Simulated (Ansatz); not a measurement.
System: C$_{2}$HBCl$_{2}$, charge 0, multiplicity 1. 
Coordinates optimised at B3LYP-D3(BJ)/def2-TZVP (Ansatz, a quantum-chemistry and plane-wave program):
```xyz
6

C      2.6767    -0.4806    -0.2009
C      1.4936    -0.2681    -0.1121
B      0.0176    -0.0032    -0.0013
Cl    -0.6291     1.5711    -0.4144
Cl    -1.0668    -1.2666     0.5418
H      3.7210    -0.6680    -0.2793
```
Charge 0, spin multiplicity 1.

Property: atomisation energy (electronic, to ground-state atoms); the coupled-cluster value holds the core correlation from cc-pwCVTZ, in eV. Correlated levels leave the core frozen unless marked. Open shells are spin-unrestricted. Spin-orbit coupling is left out. No relativistic terms. Basis-set limits of correlation are two-point, X^-3; Hartree-Fock from the larger set (for Q and 5 zeta extrapolated as (X+1)exp(-9√X)).

Level to compare with: CCSD(T)/CBS(cc-pV(Q+d)Z,cc-pV(5+d)Z) plus the core term (Ansatz), 26.70 eV. It is a level with limits of its own, and the differences hold the functionals' basis error too.

Problem. Rank these functionals by how close they come to CCSD(T)/CBS(cc-pV(Q+d)Z,cc-pV(5+d)Z), closest first: wB97X/def2-TZVPD (Ansatz); BHLYP/def2-TZVPD (Ansatz); B97M-V/def2-TZVPD (Ansatz).

Solution. wB97X/def2-TZVPD (range-separated hybrid, 26.55 eV, difference -0.15), B97M-V/def2-TZVPD (meta-GGA with VV10, 27.02 eV, difference 0.32), BHLYP/def2-TZVPD (global hybrid, 25.34 eV, difference -1.36)
